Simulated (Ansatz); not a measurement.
Abridged output of a molecular run in Ansatz:

```
Functional definition: HF
1230 factors; integrals over basis functions are off by at most 1.0e-3 eV
mean field evaluation 1: about -89756.4873 eV, gradient 1.8e1 eV
mean field evaluation 2: about -89756.7446 eV, gradient 1.8e1 eV
mean field evaluation 4: about -89758.1202 eV, gradient 2.8e0 eV
mean field evaluation 8: about -89758.1507 eV, gradient 2.0e-1 eV
mean field -89758.15101983 eV, -3298.5512097188 hartree, gradient 3.4e-6 eV, S^2 0.000000; 0 other end points of the search recorded, 0 dependent functions left out; unrestricted orbitals would lower it
20 core orbitals not correlated: weight in the atoms' cores, before any rotation towards them, 1.000 or more for the frozen orbitals, at most 0.000 for the correlated occupied ones
reference -89758.15101983 eV, -3298.5512097188 hartree; 17, 17 occupied and 168, 168 virtual orbitals, 1230 factors
second order -19.66068512 eV of doubles, -0.00000000 eV of singles
cycle   1  -20.06485277 eV  change   -4.0e-1 eV  update   1.1e-1
cycle   2  -20.62271857 eV  change   -5.6e-1 eV  update   3.4e-2
cycle   3  -20.74028875 eV  change   -1.2e-1 eV  update   1.8e-2
cycle   4  -20.72601002 eV  change    1.4e-2 eV  update   5.2e-3
cycle   5  -20.72616527 eV  change   -1.6e-4 eV  update   2.6e-3
cycle   6  -20.72702985 eV  change   -8.6e-4 eV  update   7.8e-4
cycle   7  -20.72687485 eV  change    1.5e-4 eV  update   3.0e-4
cycle   8  -20.72690982 eV  change   -3.5e-5 eV  update   1.2e-4
cycle   9  -20.72697359 eV  change   -6.4e-5 eV  update   3.8e-5
cycle  10  -20.72695380 eV  change    2.0e-5 eV  update   1.5e-5
perturbative correction -0.93301320 eV, -0.0342876028 hartree
Total energy: -89779.81098684 eV, -3299.3471988246 hartree
```

Its atoms:

```xyz
7

S     0.358   -2.325   -0.293
C     0.728   -0.764   -0.417
Si   -0.508    0.462    0.285
Br    0.235    2.543    0.032
H     1.658   -0.444   -0.892
H    -0.683    0.199    1.730
H    -1.788    0.330   -0.445
```

(1) Which basis set was used?
A. def2-SVPD
B. def2-TZVPP
C. def2-QZVPP
D. def2-TZVPPD

(2) Write the keys of the input that set method, charge and spin (a neutral closed shell needs none for the last two).

## Answers

(1) B. It gives 205 functions.

(2) 
```yaml
correlation: {method: ccsd_t}
```
